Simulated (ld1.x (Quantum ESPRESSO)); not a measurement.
# Ranking TM semilocal potentials for boron

All share these settings but for the change named:

```
Element                 : boron
Generator               : ld1.x (Quantum ESPRESSO) 7.5
Type                    : norm-conserving Troullier–Martins (semilocal form)
Functional              : LDA (PZ)
Relativity              : scalar-relativistic
Frozen core             : [He]
Valence charge          : 3
Reference configuration : 2s1.75 2p1.25
Partial waves           : 2p (bound): rc 2.80 bohr; 2s (bound): rc 1.05 bohr
Local potential         : the s channel
Core correction         : a·sin(br)/r model core inside 0.55 bohr
```

Cutoff: the first of the cutoffs (Ry, on a coarse ladder) from which the occupation-weighted sum of valence levels, in a spherical-Bessel basis at the reference potential, stays within 10 and 1 mRy of its value at 400 Ry; the density cutoff is not measured.

The base gives 40 Ry.

Of 10 variants that were run, those that failed, showed a ghost or another fault, or gave nearly equal values are left out.

A variant can come out equal or close to the base.

Q: Rank these variants from softest to hardest (loose cutoff).
A. wave 2p (bound): rc 2.80 bohr becomes 2p (bound): rc 3.84 bohr
B. wave 2s (bound): rc 1.05 bohr becomes 2s (bound): rc 1.12 bohr
C. all radii but the core radius scaled by about 1.34 (s 1.40, p 3.74 bohr)

A: C (18 Ry), B (21 Ry), A (40 Ry).
